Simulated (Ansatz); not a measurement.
One change: `BB(C)CC` becomes `CCB(C)[SiH3]`.

Ansatz, PBE0-D4/def2-TZVP geometries, multiplicity 1. Each molecule was computed in one conformer, which needn't be the lowest.

```json
{"property": "HOMO energy (PBE0/def2-TZVPP) / eV", "`BB(C)CC`": "-7.60"}
{"property": "HOMO–LUMO gap (PBE/def2-TZVPP) / eV", "`BB(C)CC`": "3.83"}
{"property": "size of the dipole moment (B3LYP/def2-TZVPP) / D", "`BB(C)CC`": "0.73"}
{"property": "HOMO–LUMO gap (ωB97M-V/def2-TZVPP) / eV", "`BB(C)CC`": "10.32"}
{"property": "LUMO energy (B3LYP/def2-TZVPP) / eV", "`BB(C)CC`": "-1.68"}
{"property": "HOMO energy (B3LYP/def2-TZVPP) / eV", "`BB(C)CC`": "-7.44"}
```

Task: What does the change do to each property? (Estimate.)

Result: The calculation gave: 
```json
{"property": "HOMO energy (PBE0/def2-TZVPP) / eV", "`CCB(C)[SiH3]`": "-7.51", "shift": "0.09"}
{"property": "HOMO–LUMO gap (PBE/def2-TZVPP) / eV", "`CCB(C)[SiH3]`": "4.01", "shift": "0.18"}
{"property": "size of the dipole moment (B3LYP/def2-TZVPP) / D", "`CCB(C)[SiH3]`": "1.41", "shift": "0.68"}
{"property": "HOMO–LUMO gap (ωB97M-V/def2-TZVPP) / eV", "`CCB(C)[SiH3]`": "10.26", "shift": "-0.06"}
{"property": "LUMO energy (B3LYP/def2-TZVPP) / eV", "`CCB(C)[SiH3]`": "-1.53", "shift": "0.15"}
{"property": "HOMO energy (B3LYP/def2-TZVPP) / eV", "`CCB(C)[SiH3]`": "-7.34", "shift": "0.10"}
```

Dipoles are sizes alone; their direction can turn.

B3LYP here is the variant with VWN-RPA as its local correlation; programs differ in this.
